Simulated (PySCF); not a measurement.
## A series of derivatives of FCC=C[SiH2]C[SiH3]

Parent skeleton `[F:1][CH2:2][CH:3]=[CH:4][SiH2:5][CH2:6][SiH3:7]`; one hydrogen on atom 6 is replaced by X. Hydrogens on one atom are averaged.

Level of theory: geometry: GFN2-xTB, shieldings: GIAO PBE0/pcSseg-1, in PySCF 2.14 (relativity neglected, one computed conformer, equivalent nuclei averaged, no solvent model).

δ = σ(ref) − σ, references computed at the same level: CFCl3 for 19F (170.95 ppm); TMS for 13C (186.93 ppm), 29Si (349.16 ppm), 1H (31.72 ppm).

Parent (X = H): F1 -260.3, C2 87.8, C3 153.1, C4 125.1, Si5 -50.0, C6 -15.8, Si7 -75.0, H(C2) 5.35, H(C3) 6.10 ppm. Effects are Δδ = δ(X) − δ(H), positive for deshielding.

Task: Order these by the shift of Si5, most shielded first.
A. X = ethynyl
B. X = vinyl
C. X = CH2NH2

Result: A (+5.0 ppm), C (+8.7 ppm), B (+13.7 ppm).

Unscaled 19F shifts against computed CFCl3 carry errors that often reach 10 to 50 ppm.
